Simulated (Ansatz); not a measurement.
Geometry optimisation, RKS PBE0/6-31G* (Ansatz 0.2.0).

The input (input.yaml):

```yaml
crystal:
  periodic: [false, false, false]
  atoms:
    - { symbol: B, position_ang: [-0.23424, 2.29718, -0.28584] }
    - { symbol: C, position_ang: [-0.08815, 0.87955, 0.29949] }
    - { symbol: C, position_ang: [0.01682, -0.23681, -0.44172] }
    - { symbol: Si, position_ang: [0.2015, -1.97677, 0.26288] }
    - { symbol: H, position_ang: [-0.30782, 3.22681, 0.42113] }
    - { symbol: H, position_ang: [-0.26739, 2.44386, -1.44664] }
    - { symbol: H, position_ang: [-0.06213, 0.74636, 1.37794] }
    - { symbol: H, position_ang: [-0.00477, -0.12327, -1.52035] }
    - { symbol: H, position_ang: [0.28363, -2.93139, -0.8432] }
    - { symbol: H, position_ang: [1.42107, -2.04276, 1.07228] }
    - { symbol: H, position_ang: [-0.95851, -2.28274, 1.10402] }
basis:
  gaussian: { orbitals: "6-31G*" }
hamiltonian:
  xc: pbe0
relax:
  f_tol: 0.015
  max_steps: 40
output:
  orbitals: {}
```

Launched with:

```bash
$ ansatz run input.yaml --threads 1 --pin off --max-ram 2048MiB --backend cpu --events-out ev --progress --plain --runs-dir out
```

Problem. Where does it end, and by what steps?

Solution. The forces met the threshold. After 6 steps the energy has fallen by 0.057 eV; H6 moved furthest, 0.07 Å.

| step | energy less start (eV) | largest force component (eV/Å) | accepted |
| --- | --- | --- | --- |
| 0 | 0.0000 | 0.781 | yes |
| 1 | -0.0504 | 0.208 | yes |
| 2 | -0.0545 | 0.164 | yes |
| 3 | -0.0556 | 0.095 | yes |
| 4 | -0.0563 | 0.156 | yes |
| 5 | -0.0568 | 0.038 | yes |
| 6 | -0.0569 | 0.008 | yes |

```xyz
11
Properties=species:S:1:pos:R:3
B -0.233 2.289 -0.288
C -0.087 0.890 0.346
C 0.016 -0.219 -0.422
Si 0.201 -1.971 0.245
H -0.320 3.281 0.381
H -0.257 2.384 -1.485
H -0.064 0.769 1.433
H -0.009 -0.076 -1.505
H 0.281 -2.944 -0.879
H 1.437 -2.082 1.069
H -0.965 -2.321 1.104
```

Whether the end is a true minimum wasn't checked by a vibrational analysis.

The run took 27 s on 1 thread of Arm Neoverse V1 (shared host), peak memory 0.15 GiB.
